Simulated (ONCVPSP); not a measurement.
## Reading a pseudo-wave (osmium)

Columns: radius, all-electron u(r) and pseudo u(r) of the 5p shell (level -50.84 eV) of osmium in the configuration [Kr] 4d10 4f14 5s2 5p6 5d6 6s2; PBE, scalar-relativistic, ONCV scheme, ONCVPSP 4.0.1.

| r (bohr) | all-electron | pseudo |
| --- | --- | --- |
| 0.103 | 0.2439 | 0.0204 |
| 0.205 | 0.1143 | 0.0806 |
| 0.308 | -0.4835 | 0.1807 |
| 0.410 | -0.5156 | 0.3141 |
| 0.513 | -0.1528 | 0.4733 |
| 0.615 | 0.2917 | 0.6397 |
| 0.718 | 0.6645 | 0.7972 |
| 0.820 | 0.9109 | 0.9239 |
| 0.923 | 1.0429 | 1.0084 |
| 1.025 | 1.0825 | 1.0428 |
| 1.128 | 1.0582 | 1.0299 |
| 1.230 | 0.9939 | 0.9787 |
| 1.332 | 0.9077 | 0.9015 |
| 1.435 | 0.8110 | 0.8093 |
| 1.538 | 0.7133 | 0.7131 |
| 1.640 | 0.6208 | 0.6209 |
| 1.743 | 0.5345 | 0.5345 |
| 1.845 | 0.4576 | 0.4576 |
| 1.948 | 0.3889 | 0.3889 |
| 2.050 | 0.3294 | 0.3294 |
| 2.153 | 0.2775 | 0.2775 |
| 2.255 | 0.2335 | 0.2335 |
| 2.358 | 0.1956 | 0.1956 |
| 2.460 | 0.1637 | 0.1637 |
| 2.562 | 0.1368 | 0.1368 |
| 2.665 | 0.1139 | 0.1139 |

Problem. How many radial nodes do the two functions have?

Solution. The all-electron 5p function has n − l − 1 = 3 (the table is too coarse to show those close to the nucleus); the pseudo-wave has 0, since the states of the same l below it are removed with the core.

Problem. At about which radius was the pseudo-wave matched?

Solution. 1.80 bohr. The columns agree to 0.0005 from 1.54 bohr on; several derivatives are matched, so the curves merge somewhat inside the radius.

Problem. Is the pseudo-wave norm-conserving?

Solution. Yes: the ONCV scheme keeps the norm inside the radius equal to the all-electron one, which fixes the energy derivative of the logarithmic derivative at the level.
